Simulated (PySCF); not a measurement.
Te(Cl)(OSiH3) (ClH3OSiTe), SMILES [SiH3]O[Te]Cl. Geometry: PBE-D3(BJ)/def2-SVP. The structure was generated by enumeration, and PubChem lists no compound with its InChIKey, so it may never have been made. The def2 effective core potentials stand for the cores of Te; spin–orbit coupling is left out. One conformer was computed; it need not be the lowest.

Computed equilibrium geometry at PBE-D3(BJ)/def2-SVP (PySCF confirms it by a frequency run) as Cartesian coordinates in Å (one conformer of several):
```xyz
7

Te     0.2719     0.1065     0.7865
Cl     1.1691     1.5844    -0.8706
O     -0.3402    -1.4093    -0.3863
Si    -1.7692    -1.2507    -1.3054
H     -2.9588    -1.0058    -0.4160
H     -1.9191    -2.5590    -2.0246
H     -1.6457    -0.1225    -2.2907
```
Charge 0, spin multiplicity 1.
